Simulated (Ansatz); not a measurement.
Cost and result for the atomization energy of `OC(O)(F)O[SiH3]` (11 atoms, 10 bonds).

```xyz
11

O     1.0052   -0.9234   -0.4720
C     0.5908    0.3750   -0.6850
O     0.5517    0.7254   -2.0065
F     1.5083    1.2157   -0.1295
O    -0.6168    0.5377   -0.0928
Si   -1.0509   -0.1795    1.3554
H     1.8759   -1.0298   -0.8700
H    -0.2524    0.3513   -2.3800
H     0.0335   -0.0391    2.3541
H    -1.3908   -1.6072    1.1543
H    -2.2545    0.5740    1.7720
```

Charge 0, multiplicity 1. Geometry: relaxed with PBE0-D4/def2-TZVP. It is one conformer, not always the lowest. Program: Ansatz. All runs use 4 threads of an Intel Xeon 6975P-C on a shared host. Times are those of one run each, without the atoms' runs, and a repeat can differ threefold. Electronic energies, without spin–orbit coupling; frozen cores. CCSD(T)/CBS adds CCSD(T) − MP2 in def2-TZVPP to the MP2 limit, and its time is that of the two runs behind it. T1 = 0.012. B3LYP takes the VWN-RPA correlation (the form of Gaussian; ORCA's B3LYP/G).

CCSD(T)/CBS is a level of theory with its own doubt, some kJ/mol a heavy atom from the limit and from the frozen cores, so smaller differences don't rank the functionals.

```
                             level  functions  wall time  atomization (kcal/mol)  difference from CCSD(T)/CBS  per bond
   PBE-D4/def2-TZVPP (with forces)        267      1.6 s                  1005.8                         18.6       1.9
                PBE0-D4/def2-TZVPP        267        2 s                   977.2                        -10.0      -1.0
r2SCAN-D4/def2-TZVPP (with forces)        267      2.4 s                   986.9                         -0.3       0.0
 B3LYP-D4/def2-TZVPP (with forces)        267      3.1 s                   977.3                         -9.9      -1.0
                 B2PLYP/def2-TZVPP        267      3.5 s                   970.2                        -17.0      -1.7
                ωB97X-V/def2-TZVPP        267      4.1 s                   988.9                          1.7       0.2
  ωB97M-V/def2-TZVPP (with forces)        267        6 s                   988.7                          1.5       0.2
                    MP2/def2-QZVPP        505       15 s                  1003.6                         16.4       1.6
                CCSD(T)/def2-TZVPP        267       76 s                   957.1                        -30.1      -3.0
                 CCSD(T)/CBS(def2)          –       91 s                   987.2                          0.0       0.0
```

In def2-TZVPP, CCSD(T) changes the Hartree–Fock value by +283.8 kcal/mol (the triples alone add +17.6 kcal/mol) and MP2 by +312.4 kcal/mol; breaking electron pairs costs correlation energy, which Hartree–Fock lacks. From PBE to PBE0 (25 % exact exchange), in def2-TZVPP and without D4, the atomization energy moves by −27.8 kcal/mol: exact exchange takes away binding that semilocal exchange gives to molecules. The D4 term adds +8.1 kcal/mol with B3LYP and +4.2 kcal/mol with PBE0; it sums over pairs of atoms, weighted by their polarisabilities, and B3LYP, whose exchange is more repulsive, gets the larger term.
